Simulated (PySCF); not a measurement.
## Correlation energy of As+ (arsenic, charge +1)

[Ar] 3d10 4s2 4p2, high-spin 3P determinant. All numbers are calculated (PySCF 2.14, no relativity, point nucleus, in 6-31G* (5s4p3d, 32 functions)). Frozen: [Ar] 3d10; 4 electrons correlated.

MP2 pair energies summed by pair of shells (mhartree):

```tsv
pair	energy	share (%)
4s-4p	-25.35	60.3
4s-4s	-12.52	29.8
4p-4p	-4.18	9.9
```

Total MP2 correlation energy: -42.05 mhartree.

Same-spin part -6.63 and opposite-spin part -35.42 mhartree; SCS-MP2 scales them by 1/3 and 6/5 to -44.71 mhartree.

| level | correlation energy (mhartree) |
| --- | --- |
| CCSD | -58.68 |
| (T) | -0.67 |
| CCSD(T) | -59.35 |

Diagnostics: T1 = 0.0066, D1 = 0.0183, largest double amplitude 0.098.

Cost of the coupled-cluster step: 0.11 s of wall time on 1 thread of Neoverse-V2 (shared host), for 4 correlated electrons.
